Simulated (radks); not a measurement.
Initial-state core-level shifts of neutral aluminium when its valence configuration changes from [Ne] 3s2 3p1. Calculated with a radial shooting solver on a logarithmic mesh with Libxc functionals: scalar-relativistic Kohn-Sham, r2SCAN, spin-polarised, spherical densities, finite nucleus; open shells are filled with parallel spins first; meta-GGA in the generalised Kohn-Sham scheme; Fermi nuclear charge, rms radius 3.061 fm. Shifts are changes of the shell-averaged eigenvalues in eV (positive: less bound); the change of the density at the nucleus, which sets a Mossbauer isomer shift, is in e/bohr^3, on a base of 1503.

valence          1s      2s      2p  density at nucleus
3s1.5 3p1.5  -0.668  -0.663  -0.655             -1.4033
3s0.5 3p2.5  -2.007  -1.987  -1.957             -4.2893
3p3          -2.962  -2.901  -2.867             -5.7884
3s1 3p2      -1.043  -1.061  -1.037             -2.7784
